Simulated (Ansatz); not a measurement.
`C[SiH](N)[AlH2]` + `N=C=O` → `O=C=[N][AlH2]` + `C[SiH2]N`  (cleavage of the Al–Si bond)

Computed with Ansatz on PBE0-D4/def2-TZVP structures; ΔE is electronic, products minus reactants. CBS: MP2 limit from def2 TZ/QZ plus the TZ coupled-cluster correction, frozen cores. This one scheme is used for every species. DFT in def2-TZVPP. B3LYP here is the variant with VWN-RPA as its local correlation; programs differ in this. Each species was taken in one conformer, which may not be the lowest.

| level | ΔE (kcal/mol) | difference from CCSD(T)/CBS |
| --- | --- | --- |
| r2SCAN-D4 | -38.1 | 0.8 |
| B3LYP-D4 | -38.8 | 0.1 |
| ωB97X-V | -38.4 | 0.5 |
| ωB97M-V | -39.9 | -1.0 |
| B2PLYP | -40.6 | -1.7 |
| B3LYP | -39.7 | -0.8 |
| SCS-MP2/def2-TZVPP | -41.8 | -2.9 |
| CCSD/def2-TZVPP | -39.9 | -1.0 |
| HF/def2-QZVPP | -45.9 | -7.0 |
| MP2/CBS(def2) | -41.4 | -2.5 |
| CCSD(T)/CBS | -38.9 | 0 |

Largest T1 diagnostic among the species: 0.018.

The D4 term adds +0.9 kcal/mol with B3LYP and +0.5 kcal/mol with PBE0; it sums over pairs of atoms, weighted by their polarisabilities, and B3LYP, whose exchange is more repulsive, gets the larger term. From PBE to PBE0 (25 % exact exchange), in def2-TZVPP and without D4, ΔE moves by −2.3 kcal/mol.
